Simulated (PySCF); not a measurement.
InH₃, singlet: molecular constants

All numbers come from PBE0/[In x2c-TZVPall, H x2c-TZVPall], spin-free X2C, density fitting, no spin–orbit coupling, PySCF.

The structure is a minimum.

* Point group: D3h
* Bond lengths: In–H 1.728 Å (×3)
* Bond angles: H–In–H 120.0° (×3)
* Enthalpy at 298.15 K above 0 K: 11.14 kJ/mol
* Lowest empty level: -1.90 eV
* Principal quadrupole moments (Buckingham, traceless) about the centre of mass: -3.51, -3.51, 7.01 D Å
* Principal polarisabilities: 28.7, 42.7, 42.7 bohr³
* Dipole moment: 0.00 D
* Heat capacity Cp at 298.15 K: 46.2 J/(mol K)
* Zero-point energy: 43.6 kJ/mol
* Rotational constants: 3.735, 3.735, 1.868 cm⁻¹
* Entropy at 298.15 K and 1 bar: 229.1 J/(mol K)
* Rotational symmetry number: 6
* Highest occupied level: -8.18 eV

Harmonic modes (masses in u: In 114.904, H 1.008):
| symmetry | ω (cm⁻¹) | IR (km/mol, summed over degenerate members) | type |
| --- | --- | --- | --- |
| e' | 606 | 337 | bend |
| a2'' | 622 | 188 | bend |
| e' | 1815 | 612 | stretch |
| a1' | 1821 | 0.0 | stretch |

In D3h the vibrations span 2e' + a2'' + a1'. The a1' mode carries no infrared intensity, as symmetry demands.

Charges (e):
```json
{"atom": "In1", "Mulliken": "0.33", "Löwdin": "0.41", "polar tensor": "1.03", "Mayer order to In1": "–"}
{"atom": "H2,3,4", "Mulliken": "-0.11", "Löwdin": "-0.14", "polar tensor": "-0.34", "Mayer order to In1": "0.93"}
```

Mulliken populations on In1: s 9.26, p 19.36, d 20.04, f 0.02.

Outer orbital energies (eV). occupied: -21.62, -21.41, -21.41, -21.30, -21.30, -11.98, -8.18, -8.18; empty: -1.90, 0.53, 1.65, 1.65.

Counting electrons, indium keeps none of its valence electrons outside its bonds, so the VSEPR class is AX3 and the expected shape is trigonal planar (D3h), as computed.

The final relaxation and frequency run took 24 s on 2 threads of a shared Arm Neoverse N1 host, with 78 basis functions and 6 gradients; the process peaked at 0.95 GiB. Launch command: `OMP_NUM_THREADS=2 python axn.py task.json out`.
